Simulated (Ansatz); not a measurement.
Job for Ansatz (a first-principles code): R-CCSD(T)/def2-TZVPPD on BH2I (SMILES BI), atoms moved off the minimum. Elements past Kr take the def2 small-core potentials; no spin–orbit coupling. Files ending in .json are basis or fitting sets from the Basis Set Exchange. The run froze 10 orbitals, filled d shells among them.

Ansatz 0.2 input:
```yaml
crystal:
  periodic: [false, false, false]
  atoms:
    - {symbol: B, position_ang: [-1.11968694, -1.58946555, 0.30854988]}
    - {symbol: H, position_ang: [-0.67744063, -2.34516172, 1.04755154]}
    - {symbol: H, position_ang: [-2.01763303, -1.68784016, -0.42700340]}
    - {symbol: I, position_ang: [0.20914660, 0.11636707, -0.04367156]}
basis:
  gaussian:
    orbitals: def2-TZVPPD.json
magnetization: {spin_polarized: false}
correlation: {method: ccsd_t, electrons: outside_noble_gas}
scf: {lower_state_search: off}
output: {forces: true}
```

Task: What total energy does the run end on?

Result: -322.8020 hartree (reference determinant -322.5196, T1 diagnostic 0.018).

Task: How many basis functions does it have, and what does it roughly cost on one machine?

Result: 130 functions; about 50 core-seconds (a rough figure).
